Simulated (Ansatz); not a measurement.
Two structures of AlH$_{2}$SF$_{3}$, singlet, reached by relaxing down either side of one saddle point (PBE0-D4/def2-TZVP). Energies are electronic, without zero-point energy. Program: Ansatz 0.2.0. Basis: def2-TZVPP and def2-QZVPP. Cores are frozen in the correlated methods. Extrapolation: Hartree–Fock as exp(−7.88 √X), correlation as X^−2.97. First:

```
7
angstrom
Al -0.6961 -0.6394 0.3667
F -1.7476 0.5832 0.0112
F -0.6856 -1.9412 -0.6441
F -0.3058 -0.8596 1.9528
H 0.8880 0.8513 -1.5468
S 1.3952 0.4174 -0.3782
H 1.1517 1.5883 0.2385
```

Second:

```tsv
atom	x (Å)	y (Å)	z (Å)
Al1	-0.2648	-0.6914	0.2873
F2	-1.2814	0.6794	-0.5947
F3	-0.7265	-2.0904	-0.4282
F4	-0.4821	-0.4412	1.8932
H5	-0.3825	1.0120	-0.9155
S6	1.4696	0.3847	-0.6665
H7	1.6675	1.1469	0.4245
```

Q: Which bonds change from the first to the second?

A: AlF₃ ([F][Al]([F])[F]) + H₂S → AlHSF₂ ([F][Al]([F])[SH]) + HF (still joined by a long Al–F bond); bonds formed: F2–H5; dative contacts that become bonds: Al1–S6; bonds broken: H5–S6; bonds weakened to dative contacts: Al1–F2.

Q: Give the saddle point's structure and its height above each. (To be estimated.)

A: By the calculation: 21.72 kcal/mol above the first and 0.70 kcal/mol above the second (CCSD(T) at an estimated basis limit (MP2 extrapolated from triple and quadruple zeta, plus CCSD(T) − MP2 in triple zeta)).
```tsv
atom	x (Å)	y (Å)	z (Å)
Al1	-0.3142	-0.6840	0.2826
F2	-1.2601	0.6859	-0.5821
F3	-0.7428	-2.0934	-0.4323
F4	-0.4768	-0.4547	1.8979
H5	-0.2854	0.9811	-0.8894
S6	1.4364	0.4040	-0.6847
H7	1.6428	1.1610	0.4083
```

No T1 diagnostic of these runs exceeds 0.013.

Exchanges of this kind with a chalcogen hydride build sulfide and selenide films.

Labels in which every atom is bracketed show which atoms are joined, not bond orders.

For scale, one of the runs: CCSD(T)/def2-TZVPP, 205 basis functions (an equivalent command: `ansatz run in.yaml --threads 4`). Hardware: 4 CPU threads, shared host. Wall time 64 s; peak host memory 2.7 GiB.
